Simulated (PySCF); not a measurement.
A mixed set of molecules. Level of theory: TDDFT B3LYP/def2-SVPD, vertical, gas phase, core orbitals frozen in the response in PySCF. Geometries: PBE0-D3(BJ)/def2-SVP; one conformer of each isolated species. Triplets are in the Tamm–Dancoff approximation.

Question: Rank by computed lowest singlet excitation energy, lowest first.
A. `C=CB1CCCCC1`
B. `B[C@@H]1C[C@@H]2CCC[C@@H]21`
C. `C=CC[C@H]1CBCC1`
D. `BC(=C)C(=C)CCC`

Answer: D (4.00 eV), A (4.76 eV), B (5.15 eV), C (5.51 eV).

```
                     SMILES  S1 (eV)  HOMO (eV)  α (au)  first f ≥ 0.01 (nm)  gap (eV)  S1 mainly
             BC(=C)C(=C)CCC     4.00      -6.72   104.1                  310      4.53  H→L (91%)
                C=CB1CCCCC1     4.76      -7.49    97.1                  209      5.89  H→L (94%)
B[C@@H]1C[C@@H]2CCC[C@@H]21     5.15      -7.79    91.4                  207      6.37  H→L (95%)
            C=CC[C@H]1CBCC1     5.51      -7.12    97.6                  183      6.14  H→L (95%)
```

H and L stand for HOMO and LUMO.

- `BC(=C)C(=C)CCC`: Löwdin shares by element: HOMO carbon 81% or more (atoms not listed hold the other 19%); LUMO carbon 44% or more, boron 34%, hydrogen 5% or more (atoms not listed hold the other 17%).
- `C=CB1CCCCC1`: Löwdin shares by element: HOMO carbon 40% or more, boron 18% (atoms not listed hold the other 42%); LUMO carbon 54% or more, boron 25% (atoms not listed hold the other 21%).
- `B[C@@H]1C[C@@H]2CCC[C@@H]21`: Löwdin shares by element: HOMO carbon 48% or more, boron 15% (atoms not listed hold the other 37%); LUMO boron 50%, hydrogen 20% or more, carbon 12% or more (atoms not listed hold the other 19%).
- `C=CC[C@H]1CBCC1`: Löwdin shares by element: HOMO carbon 84% or more (atoms not listed hold the other 16%); LUMO boron 49%, carbon 25% or more, hydrogen 10% or more (atoms not listed hold the other 16%).
